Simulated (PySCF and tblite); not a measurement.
C₆H₈N₂S, numbered as in [CH2:1]=[CH:2][CH2:3][c:4]1[n:5][s:6][c:7]([CH3:8])[n:9]1. Level: PBE0-D3(BJ)/pcSseg-1 (IEF-PCM, cyclohexane)//GFN2-xTB, thermal terms from GFN2-xTB, symmetry numbers and mirror pairs counted. Conformers within 3 kcal/mol (GFN2-xTB free energy) were kept, 10 at most. GIAO shieldings: PBE0/pcSseg-1 (IEF-PCM, cyclohexane). Shifts are against TMS (¹H), TMS (¹³C), NH3 (¹⁵N) at the same level; of two unlike H on one atom, a is the less shielded. Codes: tblite and PySCF.

Torsions listed: C1–C2–C3–C4, C2–C3–C4–N5. Of a mirror pair one member is shown.

```
conformer        shape  point group  mirror pair  ΔE(DFT)  Δ(G−E) at 200 K  δ H1b (ppm)
        1  115°, -110°           C1          yes     0.00             0.00         5.63
        2    8°, -100°           C1          yes     0.17            -0.20         4.37
        3    113°, 89°           C1          yes     0.26            -0.04         5.72
```

Energies in kcal/mol; the thermal term leaves out symmetry numbers and mirror images.

Work out the weights at 200 K and the ¹H shift of H1b under fast exchange.

RT = 0.397 kcal/mol. Each conformer gets RT ln(σ/g), with σ the rotational symmetry number and g = 2 for a mirror pair: 1: σ = 1, g = 2, G = 0.00 + 0.00 − 0.28 = -0.28, 0.03 above the lowest, exp(−ΔG/RT) = 0.935; 2: σ = 1, g = 2, G = 0.17 − 0.20 − 0.28 = -0.30, 0.00 above the lowest, exp(−ΔG/RT) = 1.000; 3: σ = 1, g = 2, G = 0.26 − 0.04 − 0.28 = -0.06, 0.24 above the lowest, exp(−ΔG/RT) = 0.541. The sum is 2.476, so the weights are 37.8, 40.4, 21.8 %. The averaged shift is 5.14 ppm. At 298.15 K it is 5.17 ppm. At 298.15 K the leading conformer alone gives 4.37 ppm and bare DFT energies give 5.26 ppm.


¹⁵N shifts are against a computed isolated NH3 molecule, about 20 ppm from the liquid.

Conformer gaps in pcSseg-1 on xTB geometries can be 2 kcal/mol off for S=O, P=O and other polar bonds.